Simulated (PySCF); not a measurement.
C₂H₈N₂Si, SMILES C/C=N/[SiH2]N.

Geometry: B3LYP-D3(BJ)/def2-SVP. The structure was generated by enumeration; whether it is a known compound was not checked. One conformer was computed; it need not be the lowest.

Two levels are set side by side: PBE/def2-TZVP (PySCF) and r2SCAN/def2-TZVP (PySCF). Same geometry, gas phase. Differences are taken from unrounded values.

```csv
quantity,r2SCAN
orbital gap (eV),4.36
highest occupied level (eV),-5.70
lowest empty level (eV),-1.34
dipole moment (D),1.81
mean polarisability (bohr³),68.7
```

Q: What does PBE give, and how far is it from r2SCAN? (The exact figures need the calculation; the answer reports its results.)

A: 
```tsv
quantity	PBE	PBE minus r2SCAN
orbital gap (eV)	3.87	-0.49
highest occupied level (eV)	-5.44	0.26
lowest empty level (eV)	-1.56	-0.23
dipole moment (D)	1.72	-0.09
mean polarisability (bohr³)	71.0	2.3
```

Rough cost on one machine, each run with all the roots and properties that it gave: r2SCAN against PBE about 4 times.
